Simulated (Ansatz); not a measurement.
Stepwise reaction of `COB(F)OC` with ammonia, as a gas-phase model of exchange steps in deposition or etching. ΔE in kJ/mol.

Gas-phase electronic energies from Ansatz, PBE0-D4/def2-TZVP geometries. CBS: MP2 limit from def2 TZ/QZ plus the TZ coupled-cluster correction, frozen cores. This one scheme is used for every species. Functionals use def2-TZVPP. B3LYP here is the variant with VWN-RPA as its local correlation; programs differ in this. Each species was taken in one conformer, which may not be the lowest.

| step | reaction | PBE-D4 | B3LYP-D4 | ωB97M-V | CCSD(T)/CBS |
| --- | --- | --- | --- | --- | --- |
| 1 | `COB(F)OC` + NH₃ → `COB(N)F` + CH₃OH | 24.2 | 27.4 | 26.8 | 28.3 |
| 2 | `COB(N)F` + NH₃ → `NB(N)F` + CH₃OH | 30.7 | 33.9 | 33.7 | 34.3 |

**Question.** By hand: ΔE of the 2 steps together at CCSD(T)/CBS.

**Answer.** (28.3) + (34.3) = 62.6 kJ/mol, or 31.3 kJ/mol a step.

In ΔE each step is higher than the one before. All are uphill at CCSD(T)/CBS. PBE-D4 differs from CCSD(T)/CBS by -4.1 to -3.6 kJ/mol a step. Isolated molecules leave out the surface, adducts and barriers. Largest T1 diagnostic: 0.012.
